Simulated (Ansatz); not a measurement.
CH6InNSi, SMILES `N=[C]([SiH3])[InH2]`. Total charge 0; spin multiplicity 1. In takes the def2 core potential. The structure was optimised at the PBE0-D4/def2-TZVP level. It is one conformer, not always the lowest.

```xyz
10

N    -0.035    1.486    1.026
C     0.012    0.446    0.290
Si    1.418    0.286   -0.955
In   -1.542   -1.110    0.501
H    -0.833    1.484    1.670
H     2.351    1.440   -0.931
H     0.812    0.136   -2.307
H     2.148   -0.978   -0.654
H    -1.681   -2.585   -0.377
H    -2.652   -0.606    1.738
```

Problem. What is the dipole moment at PBE/def2-TZVPP? (Best estimate.)

Solution. The calculation gave: 1.28 D, with components (-0.77, -1.02, -0.06) D in this frame, pointing from negative to positive charge.

Problem. And with r2SCAN, B3LYP, ωB97M-V? (An estimate is asked.)

Solution. Ansatz gave: r2SCAN 1.38 D, B3LYP 1.47 D, ωB97M-V 1.69 D.

Problem. Give the Mulliken charges with PBE, ωB97M-V, r2SCAN in def2-TZVPP. (Estimate.)

Solution. Computed: 
```json
{"atom": "N1", "PBE": "-0.19", "ωB97M-V": "-0.20", "r2SCAN": "-0.25"}
{"atom": "C2", "PBE": "-0.20", "ωB97M-V": "-0.27", "r2SCAN": "-0.23"}
{"atom": "Si3", "PBE": "0.23", "ωB97M-V": "0.21", "r2SCAN": "0.32"}
{"atom": "In4", "PBE": "0.41", "ωB97M-V": "0.39", "r2SCAN": "0.49"}
{"atom": "H5", "PBE": "0.16", "ωB97M-V": "0.13", "r2SCAN": "0.16"}
{"atom": "H6", "PBE": "-0.05", "ωB97M-V": "-0.02", "r2SCAN": "-0.06"}
{"atom": "H7", "PBE": "-0.06", "ωB97M-V": "-0.03", "r2SCAN": "-0.07"}
{"atom": "H8", "PBE": "-0.06", "ωB97M-V": "-0.03", "r2SCAN": "-0.07"}
{"atom": "H9", "PBE": "-0.12", "ωB97M-V": "-0.08", "r2SCAN": "-0.13"}
{"atom": "H10", "PBE": "-0.14", "ωB97M-V": "-0.11", "r2SCAN": "-0.15"}
```

B3LYP here is the variant with VWN-RPA as its local correlation; programs differ in this.
